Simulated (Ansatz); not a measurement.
## SiH2Br2 (dibromosilane): from total energies to a heat of formation

SiH2Br2 has 5 atoms, charge 0, and is taken as a singlet. SMILES: `Br[SiH2]Br`. Geometry: relaxed at PBE0-D4/def2-TZVP.

Total energies at MP2/def2-SVP, 23 core orbitals frozen (Ansatz 0.2.0); the atoms run unrestricted:

| species | state | energy (Eh) |
| --- | --- | --- |
| SiH2Br2 | singlet | -5434.856744 |
| Br | doublet | -2572.288839 |
| Si | triplet | -288.796619 |
| H | doublet | -0.499278 |

Harmonic wavenumbers at PBE0-D4/def2-TZVP, in cm⁻¹: 119, 401, 472, 548, 684, 835, 937, 2266, 2283.

Measured heats of formation of the gaseous atoms at 298.15 K, in kJ/mol: Br 111.9, Si 450.0, H 218.0. Spin-orbit lowering of the atoms at 298 K (mean of the ground term's levels less their thermal mean, from spectra), in kJ/mol: Br 14.69, Si 0.44. Take 1 Eh = 2625.50 kJ/mol, 1 cm⁻¹ = 0.0119627 kJ/mol, RT = 2.479 kJ/mol.

Problem. What heat of formation follows?

Solution. 
1. Electronic atomisation energy: 2 × (-2572.288839) + (-288.796619) + 2 × (-0.499278) − (-5434.856744) = 0.483891 Eh = 1270.5 kJ/mol.
2. Zero-point energy: half the sum of the wavenumbers, 4272.5 cm⁻¹ = 51.1 kJ/mol.
3. Thermal vibrational enthalpy, Σ hcν̃/(exp(hcν̃/kT) − 1): 4.4 kJ/mol. Translation, rotation and pV of a non-linear molecule: 4 RT = 9.9 kJ/mol.
4. The 5 free atoms carry 5/2 RT each: 31.0 kJ/mol.
5. Spin-orbit coupling lowers the free atoms by 2 × 14.69 + 0.44 = 29.8 kJ/mol.
6. Atomisation enthalpy at 298 K: 1270.5 − 29.8 − 51.1 − 4.4 − 9.9 + 31.0 = 1206.3 kJ/mol.
7. Sum of the atoms' heats of formation: 1109.8 kJ/mol. Heat of formation: 1109.8 − 1206.3 = -96.5 kJ/mol.

The tabulated value is -190.4 kJ/mol (NIST-JANAF tables; in doubt: it may be an older value or an estimate), so this level is off by +93.9 kJ/mol, or 7.2 % of the atomisation enthalpy that the table implies (1300.1 kJ/mol). Perturbation theory converges slowly with the basis for atomisation. Relativity is left out. A double-zeta basis underbinds. Anharmonicity and any spin-orbit splitting of the molecule are left out, and so is core correlation.
